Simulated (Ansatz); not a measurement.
Program: Ansatz. Geometries: PBE0-D4/def2-TZVP. ΔE: electronic, gas phase. CCSD(T)/CBS is the MP2 limit (def2-TZVPP, def2-QZVPP) plus CCSD(T) − MP2 in def2-TZVPP, frozen cores. This one scheme is used for every species.

`FC#C[SiH3]` → `C#C[SiH2]F`  (isomerisation)

`FC#C[SiH3]`:

```xyz
7

F    -1.735   -1.927    1.866
C    -1.047   -1.163    1.126
C    -0.395   -0.437    0.422
Si    0.593    0.658   -0.638
H     0.245    0.416   -2.059
H     0.305    2.072   -0.291
H     2.035    0.381   -0.427
```

`C#C[SiH2]F`:

Cartesian coordinates in Å:
```
C -1.108 1.007 1.272
C -0.428 0.386 0.493
Si 0.598 -0.511 -0.707
F 0.842 -1.997 -0.180
H -1.710 1.552 1.964
H -0.105 -0.591 -2.005
H 1.912 0.154 -0.837
```

```
     species  HF/CBS(def2) energy (Eh)
`FC#C[SiH3]`                -465.86806
`C#C[SiH2]F`                -465.97275
```

(1) Work out ΔE.

(2) What do rigid-rotor, harmonic-oscillator terms from PBE0-D4/def2-TZVP frequencies (298.15 K, 1 bar) make of the CCSD(T)/CBS value? (Best estimate.)

Largest T1 diagnostic among the species: 0.013.

Answers

(1) ΔE = (-465.97275) − (-465.86806) = -0.10469 Eh = -274.9 kJ/mol. CCSD(T)/CBS gives -271.7 kJ/mol.

(2) The calculation gave: ΔZPE = +5.9 kJ/mol, ΔH = -266.4 kJ/mol, ΔS = 7 J/(mol·K), ΔG = -268.6 kJ/mol.

At CCSD(T), def2-SVP lies +41.4 kJ/mol from the extrapolated value and def2-TZVPP +7.0 kJ/mol. From PBE to PBE0 (25 % exact exchange), in def2-TZVPP and without D4, ΔE moves by −8.9 kJ/mol.
